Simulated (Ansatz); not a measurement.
Geometry optimisation, RKS PBE0/6-31G in Ansatz 0.2.0.

Input file:

```yaml
crystal:
  periodic: [false, false, false]
  atoms:
    - { symbol: C, position_ang: [1.6807, -1.9172, -0.8375] }
    - { symbol: Si, position_ang: [1.1568, -0.1972, -0.1898] }
    - { symbol: C, position_ang: [1.2258, 1.0939, -1.5449] }
    - { symbol: C, position_ang: [-0.5255, -0.2491, 0.5273] }
    - { symbol: O, position_ang: [-1.0915, 0.9828, 1.0041] }
    - { symbol: Si, position_ang: [-2.6131, 1.0561, 1.6973] }
    - { symbol: H, position_ang: [0.9809, -2.1795, -1.6464] }
    - { symbol: H, position_ang: [1.6285, -2.6105, -0.0655] }
    - { symbol: H, position_ang: [2.6535, -1.8435, -1.2098] }
    - { symbol: H, position_ang: [2.1181, 0.1654, 0.9165] }
    - { symbol: H, position_ang: [0.48919, 0.84591, -2.32474] }
    - { symbol: H, position_ang: [0.90945, 2.08939, -1.10917] }
    - { symbol: H, position_ang: [2.22031, 1.16436, -2.01151] }
    - { symbol: H, position_ang: [-0.6141, -0.9866, 1.3603] }
    - { symbol: H, position_ang: [-1.262, -0.6424, -0.2607] }
    - { symbol: H, position_ang: [-2.9141, 2.4577, 2.1517] }
    - { symbol: H, position_ang: [-2.6453, 0.1473, 2.8593] }
    - { symbol: H, position_ang: [-3.6149, 0.6117, 0.7045] }
basis:
  gaussian: { orbitals: "6-31G" }
hamiltonian:
  xc: pbe0
relax:
  f_tol: 0.015
  max_steps: 40
```

Run as:

```bash
$ ansatz run input.yaml --threads 1 --pin off --max-ram 2048MiB --backend cpu --events-out ev --progress --plain --runs-dir out
```

Q: Where does it end, and by what steps?

A: It converged. Limits of this set-up: no polarisation functions. After 8 steps the energy has fallen by 0.490 eV; H16 moved furthest, 0.35 Å.

| step | energy less start (eV) | largest force component (eV/Å) | accepted |
| --- | --- | --- | --- |
| 0 | 0.0000 | 3.515 | yes |
| 1 | -0.4005 | 1.185 | yes |
| 2 | -0.4754 | 0.286 | yes |
| 3 | -0.4841 | 0.117 | yes |
| 4 | -0.4880 | 0.097 | yes |
| 5 | -0.4898 | 0.070 | yes |
| 6 | -0.4902 | 0.034 | yes |
| 7 | -0.4904 | 0.020 | yes |
| 8 | -0.4904 | 0.013 | yes |

```xyz
18
Properties=species:S:1:pos:R:3
C 1.760 -1.906 -0.881
Si 1.149 -0.235 -0.180
C 1.130 1.130 -1.506
C -0.635 -0.443 0.509
O -1.042 0.878 0.958
Si -2.587 1.152 1.705
H 1.123 -2.239 -1.708
H 1.757 -2.683 -0.109
H 2.783 -1.811 -1.260
H 2.032 0.173 0.973
H 0.563 0.810 -2.386
H 0.649 2.020 -1.090
H 2.144 1.392 -1.825
H -0.655 -1.166 1.339
H -1.315 -0.816 -0.273
H -2.628 2.611 2.033
H -2.734 0.325 2.958
H -3.712 0.795 0.764
```

Whether the end is a true minimum wasn't checked by a vibrational analysis.

Run time: 55 s on 1 CPU thread of a shared host.
